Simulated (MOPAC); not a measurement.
Input file for MOPAC: PM7 on Be2-, 2S+1 = 2, a spin state set in the input, which need not be the lowest, a point of a bond scan (R = 2.231 Å). Charge -1.

```
PM7 1SCF PRECISE CHARGE=-1 UHF MS=0.5 THREADS=1
Be2

Be     0.00000000 1     0.00000000 1     0.00000000 1
Be     0.00000000 1     0.00000000 1     2.23119600 1
```

The log:

```
*******************************************************************************
 **                                                                           **
 **                              MOPAC v23.2.5                                **
 **                                                                           **
 *******************************************************************************
 ** MOPAC's Digital Object Identifier: https://doi.org/10.5281/zenodo.6511958 **
 **                                                                           **
 ** Please cite the open-source release paper for use of this MOPAC version:  **
 ** J. E. Moussa and J. J. P. Stewart (2026)                                  **
 ** MOPAC: An open-source semiempirical molecular orbital program             **
 ** J. Open Source Softw., 11(119), 8025, https://doi.org/10.21105/joss.08025 **
 *******************************************************************************

                              PM7 CALCULATION RESULTS

 *******************************************************************************
 *  PM7        - The PM7 Hamiltonian to be used
 *  UHF        - UNRESTRICTED HARTREE-FOCK CALCULATION
 *
 *
 *
 *                 CHARGE ON SYSTEM = -1
 *
 *
 *
 *  MS=        - IN MECI, MAGNETIC COMPONENT OF SPIN =  0.5
 *  PRECISE    - TIGHTER CRITERIA TO BE USED
 *  1SCF       - DO 1 SCF AND THEN STOP
 *  THREADS=1  - MULTI-THREADING NOT USED
 *  T=         - A TIME OF 172800.0 SECONDS REQUESTED
 *  DUMP=N     - RESTART FILE WRITTEN EVERY 7200.0 SECONDS REQUESTED
 *******************************************************************************
PM7 1SCF PRECISE CHARGE=-1 UHF MS=0.5 THREADS=1
 Be2

   ATOM   CHEMICAL          X               Y               Z
  NUMBER   SYMBOL      (ANGSTROMS)     (ANGSTROMS)     (ANGSTROMS)

     1      Be          0.00000000  *   0.00000000  *   0.00000000  *
     2      Be          0.00000000  *   0.00000000  *   2.23119600  *



          CARTESIAN COORDINATES

    NO.       ATOM           X           Y           Z

     1        Be          0.0000      0.0000      0.0000
     2        Be          0.0000      0.0000      2.2312

 General Reference for PM7:
 "Optimization of Parameters for Semiempirical Methods VI: More Modifications to the
 NDDO Approximations and Re-optimization of Parameters", J. J. P. Stewart, J. Mol. Mod., 1:32, 19 (2013)
 https://link.springer.com/article/10.1007/s00894-012-1667-x

           Empirical Formula: Be2  =     2 atoms



      MOLECULAR POINT GROUP   :   D*h


          UHF CALCULATION, NO. OF ALPHA ELECTRONS =    3
                           NO. OF BETA  ELECTRONS =    2

 -------------------------------------------------------------------------------
 PM7 1SCF PRECISE CHARGE=-1 UHF MS=0.5 THREADS=1
 Be2



     1SCF WAS SPECIFIED, SO BFGS WAS NOT USED
     SCF FIELD WAS ACHIEVED


                              PM7 CALCULATION
                                                       MOPAC v23.2.5 Linux




          FINAL HEAT OF FORMATION =        199.47974 KCAL/MOL =     834.62325 KJ/MOL


          COSMO AREA              =         90.13 SQUARE ANGSTROMS
          COSMO VOLUME            =         75.20 CUBIC ANGSTROMS

          IONIZATION POTENTIAL    =         -1.649504 EV
          ALPHA SOMO LUMO (EV)    =          1.650 11.693
          BETA  SOMO LUMO (EV)    =          1.375  8.868
          NO. OF ALPHA ELECTRONS  =          3
          NO. OF BETA  ELECTRONS  =          2
          MOLECULAR WEIGHT        =         18.0244         POINT GROUP:  D*h

          MOLECULAR DIMENSIONS (Angstroms)

            Atom       Atom       Distance
           Be     2   Be     1     2.23120
           Be     2   Be     1     0.00000
           Be     1   Be     2     0.00000


          SCF CALCULATIONS        =          1





   ATOM   CHEMICAL          X               Y               Z
  NUMBER   SYMBOL      (ANGSTROMS)     (ANGSTROMS)     (ANGSTROMS)

     1      Be          0.00000000  *   0.00000000  *   0.00000000  *
     2      Be          0.00000000  *   0.00000000  *   2.23119600  *

                             CARTESIAN COORDINATES

   1   Be        0.000000000     0.000000000     0.000000000
   2   Be        0.000000000     0.000000000     2.231196000


           Empirical Formula: Be2  =     2 atoms



      MOLECULAR POINT GROUP   :   D*h


          ALPHA EIGENVALUES
  -2.59016   0.02320   1.64950  11.69316  11.80172  11.80172  12.47506  12.47506


           BETA EIGENVALUES
  -2.44364   1.37522   8.86790  11.21038  11.21038  11.83599  11.83599  11.95073


              NET ATOMIC CHARGES AND DIPOLE CONTRIBUTIONS

  ATOM NO.   TYPE          CHARGE      No. of ELECS.   s-Pop       p-Pop
    1         Be          -0.500000        2.5000     1.84402     0.65598
    2         Be          -0.500000        2.5000     1.84402     0.65598
 DIPOLE           X         Y         Z       TOTAL
 POINT-CHG.     0.000     0.000     0.000     0.000
 HYBRID         0.000     0.000     0.000     0.000
 SUM            0.000     0.000     0.000     0.000


          ATOMIC ORBITAL ELECTRON POPULATIONS

     Atom    s        px        py        pz
    1 Be   1.84402   0.00000   0.00000   0.65598
    2 Be   1.84402   0.00000   0.00000   0.65598


                    (SZ)    =    0.500000
                    (S**2)  =    0.825103


          ATOMIC ORBITAL SPIN POPULATIONS

    Atom   Total    s     px     py     pz
         Atomic
    1 Be  0.5000 -0.067  0.000  0.000  0.567
    2 Be  0.5000 -0.067  0.000  0.000  0.567

 **********************
 *                    *
 * JOB ENDED NORMALLY *
 *                    *
 **********************




 == MOPAC DONE ==
```

The run finished.

Cost: about 0.04 core-seconds (a rough figure).
